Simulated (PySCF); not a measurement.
# Mg (magnesium, neutral): PBE calculation

Configuration: [Ne] 3s1 3p1, high-spin 3P determinant (an excited configuration). Calculation: PySCF 2.14, in ANO-RCC-VTZP (5s4p2d1f, 34 functions); scalar relativity by spin-free X2C-1e.

```json
{"Total energy": "-200.1649 hartree", "One-electron energy": "-279.1766 hartree", "Hartree (Coulomb) energy": "95.3749 hartree", "Exchange-correlation energy": "-16.3632 hartree", "⟨S²⟩": "2.0000", "⟨L²⟩": "2.002", "Sum of ⟨r⟩": "12.80 bohr", "Sum of ⟨r²⟩": "34.30 bohr²", "Traceless quadrupole moment −½Σ⟨3z² − r²⟩ along its main axis": "-7.72 e·bohr²", "Langevin diamagnetic susceptibility": "-27.2 ×10⁻⁶ cm³/mol"}
```

```csv
shell,electrons,mean orbital energy (eV),spread (eV),"rms radius, mean of both spins (bohr)"
1s α,1,-1260.8,0,0.151
1s β,1,-1260.8,0,0.151
2s α,1,-81.324,0,0.764
2s β,1,-81.151,0,0.764
2p α,3,-48.089,0.121,0.779
2p β,3,-47.897,0.211,0.779
3s α,1,-5.976,0,3.26
3p α,1,-2.457,0,4.34
```
